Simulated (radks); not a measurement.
Values are calculated unless marked as measured or tabulated.
Valence configurations of Zr3+ (all share [Kr]). Level of theory: scalar-relativistic Kohn-Sham, PBEsol, spin-polarised, spherical densities, point nucleus; open shells are filled with parallel spins first (spin-orbit coupling, left out, can overturn this in heavy ions) (a radial shooting solver on a logarithmic mesh with Libxc functionals). Energies are relative to 4d1; eigenvalues in eV for spin up.

| valence | E (eV) | moment (Bohr magnetons) | e(4d) | e(5p) | e(5s) |
|---|---|---|---|---|---|
| 4d1 | 0.000 | 1 | -28.576 | - | - |
| 5s1 | 4.517 | 1 | - | - | -26.544 |
| 5p1 | 10.089 | 1 | - | -21.513 | - |
| 4d0.5 5s0.5 | 2.179 | 1 | -29.991 | - | -25.468 |

NIST lists [Kr] 4d1 as the ground configuration; this level of theory agrees among the configurations tried. The energies are those of spherical high-spin densities, not of single terms.
